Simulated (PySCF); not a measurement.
Point-charge models of `C=C(Cl)[SiH2]O[SiH2][SiH2]C` against its computed dipole.

Coordinates (GFN2-xTB, Å) and charges (e) from the PBE0/pcSseg-1 density (PySCF):

```json
{"atom": "C1", "x": "3.774", "y": "0.577", "z": "-0.392", "Mulliken": "-0.0639", "IAO": "-0.3004", "Hirshfeld": "-0.0978", "ESP-fitted": "-0.2991"}
{"atom": "C2", "x": "2.685", "y": "0.077", "z": "0.166", "Mulliken": "-0.4957", "IAO": "-0.2969", "Hirshfeld": "-0.0760", "ESP-fitted": "-0.1390"}
{"atom": "Cl3", "x": "1.807", "y": "1.039", "z": "1.319", "Mulliken": "-0.0887", "IAO": "-0.0357", "Hirshfeld": "-0.0029", "ESP-fitted": "-0.0889"}
{"atom": "Si4", "x": "1.928", "y": "-1.636", "z": "-0.133", "Mulliken": "+0.9889", "IAO": "+1.0312", "Hirshfeld": "+0.3958", "ESP-fitted": "+0.5853"}
{"atom": "O5", "x": "0.398", "y": "-1.446", "z": "-0.578", "Mulliken": "-0.7063", "IAO": "-0.8880", "Hirshfeld": "-0.3048", "ESP-fitted": "-0.3825"}
{"atom": "Si6", "x": "-1.119", "y": "-0.950", "z": "-0.942", "Mulliken": "+0.6396", "IAO": "+0.7317", "Hirshfeld": "+0.3205", "ESP-fitted": "+0.3047"}
{"atom": "Si7", "x": "-1.698", "y": "0.821", "z": "0.422", "Mulliken": "+0.2353", "IAO": "+0.4323", "Hirshfeld": "+0.2334", "ESP-fitted": "+0.4447"}
{"atom": "C8", "x": "-3.561", "y": "1.152", "z": "0.219", "Mulliken": "-0.6259", "IAO": "-0.7061", "Hirshfeld": "-0.2141", "ESP-fitted": "-0.6131"}
{"atom": "H9", "x": "4.327", "y": "-0.013", "z": "-1.101", "Mulliken": "+0.1238", "IAO": "+0.1634", "Hirshfeld": "+0.0561", "ESP-fitted": "+0.1589"}
{"atom": "H10", "x": "4.153", "y": "1.562", "z": "-0.173", "Mulliken": "+0.1309", "IAO": "+0.1651", "Hirshfeld": "+0.0532", "ESP-fitted": "+0.1789"}
{"atom": "H11", "x": "2.633", "y": "-2.279", "z": "-1.238", "Mulliken": "-0.1392", "IAO": "-0.1502", "Hirshfeld": "-0.0770", "ESP-fitted": "-0.1020"}
{"atom": "H12", "x": "1.924", "y": "-2.385", "z": "1.121", "Mulliken": "-0.1217", "IAO": "-0.1460", "Hirshfeld": "-0.0796", "ESP-fitted": "-0.1188"}
{"atom": "H13", "x": "-1.051", "y": "-0.666", "z": "-2.382", "Mulliken": "-0.1061", "IAO": "-0.1330", "Hirshfeld": "-0.0839", "ESP-fitted": "-0.0814"}
{"atom": "H14", "x": "-1.896", "y": "-2.187", "z": "-0.778", "Mulliken": "-0.1073", "IAO": "-0.1308", "Hirshfeld": "-0.0830", "ESP-fitted": "-0.0784"}
{"atom": "H15", "x": "-1.010", "y": "2.083", "z": "0.096", "Mulliken": "-0.0422", "IAO": "-0.0996", "Hirshfeld": "-0.0831", "ESP-fitted": "-0.1130"}
{"atom": "H16", "x": "-1.455", "y": "0.591", "z": "1.857", "Mulliken": "-0.0435", "IAO": "-0.0998", "Hirshfeld": "-0.0802", "ESP-fitted": "-0.1074"}
{"atom": "H17", "x": "-4.155", "y": "0.283", "z": "0.487", "Mulliken": "+0.1381", "IAO": "+0.1522", "Hirshfeld": "+0.0395", "ESP-fitted": "+0.1436"}
{"atom": "H18", "x": "-3.885", "y": "1.977", "z": "0.846", "Mulliken": "+0.1464", "IAO": "+0.1590", "Hirshfeld": "+0.0442", "ESP-fitted": "+0.1586"}
{"atom": "H19", "x": "-3.807", "y": "1.409", "z": "-0.808", "Mulliken": "+0.1375", "IAO": "+0.1518", "Hirshfeld": "+0.0396", "ESP-fitted": "+0.1490"}
```

Task: Form Σ q r in debye for every column and set it beside the full dipole.

Result: The full density gives (0.30, -0.11, -0.91) D, 0.96 D in size; dipole vectors point from the negative to the positive end.

```
    scheme    μx     μy     μz  size (D)  share of the full size (%)  angle to the full dipole (°)
  Mulliken  1.15  -1.81  -1.58      2.66                         276                            39
       IAO  0.59  -0.79  -0.67      1.19                         124                            40
 Hirshfeld  0.66  -0.06  -0.18      0.69                          72                            56
ESP-fitted  0.28  -0.13  -0.95      1.00                         104                             2
```

Task: Which set comes closest?

Result: Length of the difference vector: ESP-fitted 0.05 D, IAO 0.77 D, Hirshfeld 0.82 D, Mulliken 2.01 D. Closest: ESP-fitted. 

Task: What is left for the Hirshfeld atoms' own dipoles?

Result: The shares of the density sum to the whole, so what Σ q r misses lies in dipoles about the nuclei. The atomic dipoles sum to (0.30, -0.11, -0.91) − (0.66, -0.06, -0.18) = (-0.36, -0.05, -0.73) D, 0.82 D in size.

Task: With the origin at the mean of the coordinates, (-0.001, 0.000, -0.105) Å, which are the largest single terms, by size, of the ESP-fitted dipole along the direction of the full one?

Result: C8 +4.57, Si7 -2.40, Si4 +2.31, C1 -1.98, H18 -1.78 D; all 19 atoms together +1.00 D. The single terms depend on the origin, their sum doesn't.

Task: Give the size of the full dipole in other units.

Result: 0.96 D = 0.379 au = 0.201 e·Å = 3.21 × 10⁻³⁰ C·m.

Geometry: GFN2-xTB, one conformer, isolated molecule.

Shape of the structure used: `[CH2:1]=[C:2]([Cl:3])[SiH2:4][O:5][SiH2:6][SiH2:7][CH3:8]`: C1–C2–Si4–O5 -125°, O5–Si6–Si7–C8 -169°.
